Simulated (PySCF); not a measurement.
BrH₅N₂Sn, SMILES [Br][SnH]([NH2])[NH2]. Geometry optimised at PBE0-D3(BJ)/def2-SVP. The structure was generated by enumeration; whether it is a known compound was not checked. The def2 effective core potentials stand for the cores of Sn; spin–orbit coupling is left out. One conformer was computed; it need not be the lowest.

All values below come from PBE0-D3(BJ)/def2-SVP (PySCF 2.14.0).

Harmonic wavenumbers (cm⁻¹): 83, 128, 145, 161, 172, 247, 518, 551, 558, 582, 653, 660, 842, 876, 1535, 1546, 1972, 3551, 3554, 3653, 3654. Rotational constants (GHz): 4.226, 1.203, 1.049; symmetry number 1.

**Question.** Work out the zero-point energy and the ideal-gas rigid-rotor harmonic-oscillator thermochemistry at 298.15 K and 1 atm.

**Answer.** ZPE = ½ Σ hcν = ½ × 25640 cm⁻¹ = 36.65 kcal/mol. H − E(el) = 42.15 kcal/mol. Entropy in cal/(mol K): translation 42.22, rotation 28.49, vibration 19.48, total 90.19. G − E(el) = 15.26 kcal/mol. Cp = 26.91 cal/(mol K). Modes under 150 cm⁻¹ make the vibrational entropy uncertain.
